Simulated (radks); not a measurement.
Polarisability of the copper ion Cu3+, [Ar] 3d8, at imaginary frequency. Calculated with a radial shooting solver on a logarithmic mesh with Libxc functionals: scalar-relativistic Kohn-Sham, LDA (Slater exchange, Perdew-Wang correlation), spin-polarised, spherical densities, finite nucleus; open shells are filled with parallel spins first; Fermi nuclear charge, rms radius 3.8823 fm. Response by self-consistent Sternheimer equations with the Hartree and adiabatic LDA kernel, the relativistic mass of each level held fixed and spin-orbit coupling left out.

| w (hartree) | alpha1(iw) (bohr^3) |
|---|---|
| 0.00266 | 1.688 |
| 0.0143 | 1.688 |
| 0.0360 | 1.687 |
| 0.0697 | 1.683 |
| 0.118 | 1.674 |
| 0.186 | 1.655 |
| 0.280 | 1.616 |
| 0.413 | 1.544 |
| 0.605 | 1.424 |
| 0.892 | 1.245 |
| 1.35 | 1.011 |
| 2.12 | 0.7362 |
| 3.59 | 0.4465 |
| 6.94 | 0.1961 |
| 17.5 | 0.04675 |

Static values: alpha1 = 1.688 bohr^3 (0.2502 angstrom^3; uncoupled 2.076). C6 = 3.944, triple-dipole C9 = 4.487 atomic units. One-pole (London) frequency 4 C6 / (3 alpha1^2) = 1.845 hartree, against 1.765 for minus the highest occupied eigenvalue.
